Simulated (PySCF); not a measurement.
# Working out the ionisation energy of Ar⁺

Ar⁺ [Ne] 3s2 3p5 (2P) → Ar²⁺ [Ne] 3s2 3p4 (3P). Computed with PySCF 2.14 in x2c-TZVPPall with one added diffuse shell each of s, p, d type (6s6p4d1f, 51 functions), with scalar relativity by spin-free X2C-1e. Frozen: [Ne]. Energies in hartree (1 hartree = 27.21139 eV):

| part | Ar⁺ (lower) | Ar²⁺ (upper) |
| --- | --- | --- |
| UHF | -528.079618 | -527.111270 |
| CCSD correlation | -0.191748 | -0.157078 |
| (T) | -0.005388 | -0.004129 |

Question: What does Hartree-Fock give?

Answer: (-527.111270) − (-528.079618) = 0.968348 hartree = 26.350 eV.

Question: What do CCSD and CCSD(T) give?

Answer: The CCSD correlation energies differ by 0.034670 hartree = 0.943 eV and the triples by 0.001259 hartree = 0.034 eV, so CCSD gives 27.293 eV and CCSD(T) 27.327 eV.

A first-order spin-orbit estimate adds -0.007 eV to CCSD(T) (valence), giving 27.320 eV against 27.630 eV (measured; NIST Atomic Spectra Database, ionization energies).

What remains against the reference includes basis incompleteness, the frozen core and higher excitations.
